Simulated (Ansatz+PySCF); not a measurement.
# doublet ScO: levels of theory in one basis

| atom | x (Å) | y (Å) | z (Å) |
| --- | --- | --- | --- |
| Sc | 0.0000 | 0.0000 | -0.4881 |
| O | 0.0000 | 0.0000 | 1.2813 |

Basis set: def2-SVP (spherical functions). Frozen core: 6 orbitals. Correlation on ROHF uses semicanonical orbitals with singles. Charge 0, multiplicity 2.

Computed with Ansatz (development build ahead of 0.2.0); each method stands on the lowest determinant of its kind that the runs found. NEVPT2 correlates all electrons. Active spaces start from the frontier orbitals, and the lowest solution found is given.

```json
{"method": "ROHF", "E − E(ROHF) (eV)": "0.00", "<S²> of the determinant": "0.75"}
{"method": "UHF", "E − E(ROHF) (eV)": "-0.02", "<S²> of the determinant": "0.76"}
{"method": "ROHF-MP2", "E − E(ROHF) (eV)": "-11.49", "<S²> of the determinant": "–"}
{"method": "UHF-MP2", "E − E(ROHF) (eV)": "-11.48", "<S²> of the determinant": "0.76"}
{"method": "ROHF-CCSD(T)", "E − E(ROHF) (eV)": "-11.88", "<S²> of the determinant": "–"}
{"method": "UHF-CCSD(T)", "E − E(ROHF) (eV)": "-11.87", "<S²> of the determinant": "0.76"}
{"method": "CASSCF(7,9)", "E − E(ROHF) (eV)": "-4.13", "<S²> of the determinant": "–"}
{"method": "SC-NEVPT2(7,9)", "E − E(ROHF) (eV)": "-11.07", "<S²> of the determinant": "–"}
```

(1) What does ROHF-CCSD give on the same scale?

(2) Is a single determinant a sound starting point here?

Answers

(1) -11.18 eV.

(2) It is doubtful. Unrestricted orbitals gain 0.02 eV with <S²> 0.76 against 0.75 for a pure state, but the cluster amplitudes or the share of triples are large. The CASSCF(7,9) natural occupations are 1.94, 1.93, 1.93, 1.00, 0.06, 0.06, 0.06, 0.01, 0.01.

Caution for ROHF-MP2, UHF-MP2, ROHF-CCSD, ROHF-CCSD(T), UHF-CCSD(T): large share of triples, a single reference is doubtful. Caution for CASSCF(7,9), SC-NEVPT2(7,9): other starts end on other solutions of this active space.
